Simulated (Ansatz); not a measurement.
Energy difference R1 + R2 → P1 + P2, each structure at its B3LYP-D3(BJ)/def2-TZVP stationary point, reached from a drawn start (curvature not checked).
R1: F atom, charge 0, multiplicity 2.
P1: H atom, charge 0, multiplicity 2.
R2, H2 (SMILES [H][H]) (charge 0, multiplicity 1):
```json
[
 {"atom": "H", "x (Å)": "0.0000", "y (Å)": "0.0000", "z (Å)": "0.3720"},
 {"atom": "H", "x (Å)": "0.0000", "y (Å)": "0.0000", "z (Å)": "-0.3720"}
]
```
P2, HF (SMILES F) (charge 0, multiplicity 1):
```xyz
2

F      0.00000     0.00000     0.46223
H      0.00000     0.00000    -0.46223
```

```json
[
 {"level": "HF/aug-cc-pVDZ", "reaction energy (kcal/mol)": "-14.14", "minus CCSD(T)/CBS(aug-cc-pVTZ, aug-cc-pVQZ)": "18.31"},
 {"level": "HF/aug-cc-pVTZ", "reaction energy (kcal/mol)": "-12.95", "minus CCSD(T)/CBS(aug-cc-pVTZ, aug-cc-pVQZ)": "19.50"},
 {"level": "SVWN5/def2-TZVPPD", "reaction energy (kcal/mol)": "-49.08", "minus CCSD(T)/CBS(aug-cc-pVTZ, aug-cc-pVQZ)": "-16.63"},
 {"level": "PBE/def2-TZVPPD", "reaction energy (kcal/mol)": "-37.43", "minus CCSD(T)/CBS(aug-cc-pVTZ, aug-cc-pVQZ)": "-4.98"},
 {"level": "revPBE/def2-TZVPPD", "reaction energy (kcal/mol)": "-32.66", "minus CCSD(T)/CBS(aug-cc-pVTZ, aug-cc-pVQZ)": "-0.21"},
 {"level": "r2SCAN/def2-TZVPPD", "reaction energy (kcal/mol)": "-30.69", "minus CCSD(T)/CBS(aug-cc-pVTZ, aug-cc-pVQZ)": "1.76"},
 {"level": "B3LYP/def2-TZVPPD", "reaction energy (kcal/mol)": "-29.02", "minus CCSD(T)/CBS(aug-cc-pVTZ, aug-cc-pVQZ)": "3.44"},
 {"level": "BHLYP/def2-TZVPPD", "reaction energy (kcal/mol)": "-23.00", "minus CCSD(T)/CBS(aug-cc-pVTZ, aug-cc-pVQZ)": "9.45"},
 {"level": "CAM-B3LYP/def2-TZVPPD", "reaction energy (kcal/mol)": "-30.97", "minus CCSD(T)/CBS(aug-cc-pVTZ, aug-cc-pVQZ)": "1.48"},
 {"level": "wB97X-V/def2-TZVPPD", "reaction energy (kcal/mol)": "-30.91", "minus CCSD(T)/CBS(aug-cc-pVTZ, aug-cc-pVQZ)": "1.54"},
 {"level": "B2PLYP/def2-TZVPPD", "reaction energy (kcal/mol)": "-30.90", "minus CCSD(T)/CBS(aug-cc-pVTZ, aug-cc-pVQZ)": "1.55"},
 {"level": "MP2/aug-cc-pVDZ", "reaction energy (kcal/mol)": "-39.73", "minus CCSD(T)/CBS(aug-cc-pVTZ, aug-cc-pVQZ)": "-7.27"},
 {"level": "MP2/CBS(aug-cc-pVTZ, aug-cc-pVQZ)", "reaction energy (kcal/mol)": "-41.45", "minus CCSD(T)/CBS(aug-cc-pVTZ, aug-cc-pVQZ)": "-9.00"},
 {"level": "SCS-MP2/aug-cc-pVDZ", "reaction energy (kcal/mol)": "-33.83", "minus CCSD(T)/CBS(aug-cc-pVTZ, aug-cc-pVQZ)": "-1.38"},
 {"level": "CCSD/aug-cc-pVDZ", "reaction energy (kcal/mol)": "-29.10", "minus CCSD(T)/CBS(aug-cc-pVTZ, aug-cc-pVQZ)": "3.36"},
 {"level": "CCSD/aug-cc-pVTZ", "reaction energy (kcal/mol)": "-28.70", "minus CCSD(T)/CBS(aug-cc-pVTZ, aug-cc-pVQZ)": "3.75"},
 {"level": "CCSD/aug-cc-pVQZ", "reaction energy (kcal/mol)": "-29.56", "minus CCSD(T)/CBS(aug-cc-pVTZ, aug-cc-pVQZ)": "2.89"},
 {"level": "CCSD(T)/aug-cc-pVDZ", "reaction energy (kcal/mol)": "-30.26", "minus CCSD(T)/CBS(aug-cc-pVTZ, aug-cc-pVQZ)": "2.19"},
 {"level": "CCSD(T)/aug-cc-pVQZ", "reaction energy (kcal/mol)": "-31.70", "minus CCSD(T)/CBS(aug-cc-pVTZ, aug-cc-pVQZ)": "0.76"},
 {"level": "CCSD(T)/CBS(aug-cc-pVTZ, aug-cc-pVQZ)", "reaction energy (kcal/mol)": "-32.45", "minus CCSD(T)/CBS(aug-cc-pVTZ, aug-cc-pVQZ)": "0.00"}
]
```

 The comparison column counts from a level with limits of its own.

P less R. No zero-point or thermal terms; singlets are restricted closed shells; open shells are unrestricted; no spin–orbit coupling.

Frozen-core correlation throughout. CBS(a, b) extrapolates the correlation energy as X⁻³ and adds the Hartree–Fock energy of set b.

Run with Ansatz (Gaussian basis) for Hartree–Fock, density functionals and correlated methods. All values are computed, each at the level named.

Ansatz is a program for electronic structure.
